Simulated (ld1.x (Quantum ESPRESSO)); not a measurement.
**Pseudopotential generation for V (Z = 23): RRKJ, PBE, scalar-relativistic.**

ld1.x (Quantum ESPRESSO) 7.5 was run on this input:

```
&input
   title='V', zed=23., rel=1, dft='PBE', iswitch=3,
   config='[Ar] 3d3 4s0.5 4p0',
   nld=3, rlderiv=2.15, eminld=-6.0, emaxld=5.0, deld=0.02
 /
 &inputp
   pseudotype=2, tm=.false., rho0=0.005, lloc=0,
   nlcc=.true., rcore=1.40,
   file_pseudopw='V.UPF', file_wfcaegen='ae.wfc', file_wfcncgen='nc.wfc', file_beta='beta', file_chi='chi'
 /
3
3P  2  1   6.00   0.00  1.50  1.50  0.0
3D  3  2   3.00   0.00  1.65  1.65  0.0
4S  1  0   0.50   0.00  1.95  1.95  0.0
 &test
   configts(1)='3p6 3d3 4s0.5 4p0'
 /
```

Command:

```bash
ld1.x < V.in > V.out
```

The program printed (shortened: banner, matrices, multipoles, cross overlaps and the repeated all-electron block are left out):

```
Program LD1 v.7.5
     --------------------------- All-electron run ----------------------------

     V
     scalar relativistic calculation

     atomic number is 23.00
     dft =PBE   lsd =0 sic =0 latt =0  beta=0.20 tr2=1.0E-14
     Exchange-correlation= PBE
                           (   1   4   3   4   0   0   0)
     mesh =1181 r(mesh) = 100.93793 a.u. xmin = -7.00 dx = 0.01250
     1 Ry =  13.60569312 eV, c = 137.03599908

     n l     nl                  e(Ry)          e(Ha)          e(eV)
     1 0     1S 1( 2.00)      -395.1848      -197.5924     -5376.7634
     2 0     2S 1( 2.00)       -45.1616       -22.5808      -614.4552
     2 1     2P 1( 6.00)       -37.8516       -18.9258      -514.9970
     3 0     3S 1( 2.00)        -6.0377        -3.0189       -82.1476
     3 1     3P 1( 6.00)        -4.1132        -2.0566       -55.9625
     3 2     3D 1( 3.00)        -1.2372        -0.6186       -16.8325
     4 0     4S 1( 0.50)        -1.0485        -0.5243       -14.2662
     4 1     4P 1( 0.00)        -0.7228        -0.3614        -9.8337

     final scf error:  3.6E-15 reached in  20 iterations

     Etot =   -1896.982467 Ry,    -948.491233 Ha,  -25809.761299 eV

     Ekin =    1914.604678 Ry,     957.302339 Ha,   26049.523701 eV
     Encl =   -4496.588042 Ry,   -2248.294021 Ha,  -61179.197003 eV
     Eh   =     774.718551 Ry,     387.359275 Ha,   10540.582861 eV
     Exc  =     -89.717653 Ry,     -44.858827 Ha,   -1220.670858 eV

     normalization and overlap integrals

     s(1S/1S) =  1.000000  <r> =   0.0664  <r2> =    0.0059  r(max) =   0.0435
     s(2S/2S) =  1.000000  <r> =   0.3082  <r2> =    0.1123  r(max) =   0.2565
     s(2P/2P) =  1.000000  <r> =   0.2740  <r2> =    0.0925  r(max) =   0.2074
     s(3S/3S) =  1.000000  <r> =   0.9489  <r2> =    1.0388  r(max) =   0.8204
     s(3P/3P) =  1.000000  <r> =   1.0162  <r2> =    1.2164  r(max) =   0.8411
     s(3D/3D) =  1.000000  <r> =   1.3514  <r2> =    2.3707  r(max) =   0.8954
     s(4S/4S) =  1.000000  <r> =   2.9227  <r2> =    9.6971  r(max) =   2.5269
     s(4P/4P) =  1.000000  <r> =   3.5395  <r2> =   14.2663  r(max) =   3.0481

     ------------------------ End of All-electron run ------------------------

     --------------------- Generating NC pseudopotential ---------------------

      Generating local pot.: lloc=0, matching radius rcloc =   1.9500

      Computing core charge for nlcc:

       r > 1.40 : true rho core
       r < 1.40 : rho core = a sin(br)/r    a=   1.22  b=   1.91

      Integrated core pseudo-charge :   1.17

      Wfc   3P  rcut= 1.514  Estimated cut-off energy=       79.32 Ry
      This function has    0 nodes for 0 < r <    1.514

      Wfc   3D  rcut= 1.632  Estimated cut-off energy=       87.77 Ry
      This function has    0 nodes for 0 < r <    1.632

     ------------------- End of pseudopotential generation -------------------

     Computing logarithmic derivative in   2.16144
     Computing logarithmic derivative in   2.16144
     Computing the partial wave expansion
       no projector for channel:   0
     R is outside the sphere for l=    1 j= 0.00
     R is outside the sphere for l=    2 j= 0.00

     ---------------------- Testing the pseudopotential ----------------------

     V
     scalar relativistic calculation

     atomic number is 23.00   valence charge is 11.00
     dft =PBE   lsd =0 sic =0 latt =0  beta=0.20 tr2=1.0E-14
     mesh =1181 r(mesh) = 100.93793 xmin = -7.00 dx = 0.01250

     n l     nl             e AE (Ry)        e PS (Ry)    De AE-PS (Ry)
     2 1     3P   1( 6.00)       -4.11317       -4.11316       -0.00000
     3 2     3D   1( 3.00)       -1.23716       -1.23717        0.00000
     1 0     4S   1( 0.50)       -1.04855       -1.04855       -0.00000
     3 1     4P   1( 0.00)       -0.72277       -0.64786       -0.07491  !

     eps = 7.8E-15  iter = 10

     Etot =   -1896.982467 Ry,    -948.491233 Ha,  -25809.761299 eV
     Etotps =   -95.335955 Ry,     -47.667978 Ha,   -1297.111750 eV

     Ekin =      55.308952 Ry,      27.654476 Ha,     752.516627 eV
     Encl =    -127.599463 Ry,     -63.799731 Ha,   -1736.079132 eV
     Ehrt =      68.516970 Ry,      34.258485 Ha,     932.220865 eV
     Ecxc =     -14.104240 Ry,      -7.052120 Ha,    -191.897962 eV
     (Ecc =      -0.875336 Ry,      -0.437668 Ha,     -11.909546 eV)
     Epseu=     -77.458174 Ry,     -38.729087 Ha,   -1053.872148 eV

     ---------------------- End of pseudopotential test ----------------------
```

Generation and configuration tests took about 3 s on one core of a shared server CPU.
